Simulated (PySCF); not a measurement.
## TPSSh on He (helium, neutral)

Configuration: 1s2, closed-shell 1S. Calculation: PySCF 2.14, in an uncontracted even-tempered set (18 s from 0.09 bohr⁻², ratio 2.2; 7 p from 0.17 bohr⁻², ratio 2.4; 4 d from 0.52 bohr⁻², ratio 2.4; 4 f from 0.78 bohr⁻², ratio 2.4; 3 g from 1.2 bohr⁻², ratio 2.4); scalar relativity by spin-free X2C-1e.

```json
{
 "Total energy": "-2.9092 hartree",
 "One-electron energy": "-3.8850 hartree",
 "Hartree (Coulomb) energy": "2.0471 hartree",
 "Exchange-correlation energy": "-1.0713 hartree",
 "⟨S²⟩": "0.0000",
 "⟨L²⟩": "0.000",
 "Sum of ⟨r⟩": "1.866 bohr",
 "Sum of ⟨r²⟩": "2.423 bohr²",
 "Langevin diamagnetic susceptibility": "-1.92 ×10⁻⁶ cm³/mol"
}
```

| shell | electrons | mean orbital energy (hartree) | rms radius, mean of both spins (bohr) |
| --- | --- | --- | --- |
| 1s | 2 | -0.63321 | 1.10 |
